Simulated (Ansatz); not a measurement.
Calculated with Ansatz (gas phase, PBE0-D4/def2-TZVP geometries, no zero-point term in ΔE). CBS: MP2 limit from def2 TZ/QZ plus the TZ coupled-cluster correction, frozen cores. DFT in def2-TZVPP. For Ge outer-core shells are correlated without core-valence functions, which leaves a few kJ/mol of doubt a bond. Scalar relativity is left out up to krypton. One conformer a species, not always the lowest.

Consider the redistribution: `[Cl][GeH2][GeH3]` + `CN[BH][AlH2]` → `C[NH][GeH2][Cl]` + `[AlH2][BH][GeH3]`.

`[Cl][GeH2][GeH3]`:

```xyz
8

Cl   -1.404    0.361   -2.242
Ge   -0.039    0.962   -0.670
Ge    0.174   -0.921    0.838
H     1.277    1.342   -1.369
H    -0.662    2.206   -0.017
H    -1.206   -1.259    1.417
H     1.137   -0.565    1.981
H     0.723   -2.126    0.062
```

`CN[BH][AlH2]`:

Z-matrix (Å, degrees):
```
C
N 1 1.447
H 1 1.094 2 111.3
H 1 1.089 2 108.9 3 -119.7
H 1 1.094 2 111.3 3 120.6
B 2 1.388 1 127.3 3 119.9
H 2 1.010 1 113.1 3 -60.1
Al 6 2.134 2 118.1 1 180.0
H 6 1.204 2 115.7 1 -0.1
H 8 1.604 6 118.6 2 -0.1
H 8 1.595 6 125.5 2 179.8
```

`C[NH][GeH2][Cl]`:

Cartesian coordinates in Å:
```
C 0.567 0.952 -0.889
N 0.476 0.420 0.459
Ge -0.417 -1.131 0.757
Cl -2.522 -0.980 0.214
H -0.370 1.383 -1.262
H 1.342 1.721 -0.936
H 0.862 0.155 -1.577
H 0.280 1.138 1.142
H 0.160 -2.211 -0.161
H -0.377 -1.447 2.254
```

`[AlH2][BH][GeH3]`:

```xyz
9

Al   -0.375    0.230    2.036
B    -0.825   -0.081    0.004
Ge    0.590   -0.107   -1.497
H     0.036   -0.989    2.975
H    -0.376    1.702    2.644
H    -1.937   -0.287   -0.398
H     0.727   -1.568   -1.979
H     1.996    0.362   -1.072
H     0.163    0.739   -2.713
```

```json
{"level": "PBE-QIDH", "ΔE (kJ/mol)": "165.2"}
{"level": "MP2/def2-TZVPP", "ΔE (kJ/mol)": "163.3"}
```

(1) What does CCSD(T)/CBS give? (Best estimate.)

Largest T1 diagnostic among the species: 0.014.

Results:

(1) The calculation gave: +159.8 kJ/mol. The listed levels differ from it by 5.4, 3.5 kJ/mol.

From BLYP to BHLYP (50 % exact exchange), in def2-TZVPP and without D4, ΔE moves by −6.5 kJ/mol. At CCSD(T), def2-SVP lies +12.6 kJ/mol from the extrapolated value and def2-TZVPP +0.7 kJ/mol.
